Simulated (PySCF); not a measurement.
# From a computed spectrum to the compound

A species of 8 atoms with charge -1 has these harmonic modes (PBE0, small Gaussian bases with core potentials, PySCF 2.14.0):

```tsv
cm⁻¹	km/mol	symmetry
71	0.3	a1
78	22.9	e
78	22.9	e
128	0.0	a2
193	87.3	e
193	87.3	e
692	192.8	a1
697	30.0	e
697	30.0	e
1222	483.0	a1
1466	741.9	a1
1475	817.1	e
1475	817.1	e
1677	6.9	e
1677	6.9	e
3481	0.2	a1
3576	0.6	e
3576	0.6	e
```

Q: Which species is it, and in which structure?

A: [PbH3(NH3)]− (singlet):
```xyz
8

Pb    0.1647   -0.1647    0.1647
H     1.4092    0.4918    1.4092
H    -0.4918   -1.4092    1.4092
H     1.4092   -1.4092   -0.4918
N    -2.1969    2.1969   -2.1969
H    -2.3047    2.3047   -1.1849
H    -1.1849    2.3047   -2.3047
H    -2.3047    1.1849   -2.3047
```
Ideal gas at 298.15 K and 1 bar: S = 357.2 J/(mol K), Cp = 94.2 J/(mol K), H − H(0 K) = 21.9 kJ/mol (rigid rotor, harmonic modes, spin degeneracy alone). Some metal–ligand contacts ended over 25 % longer than in the template from which the work began, so those ligands are loosely bound or lost.
 This is one of several that fit.
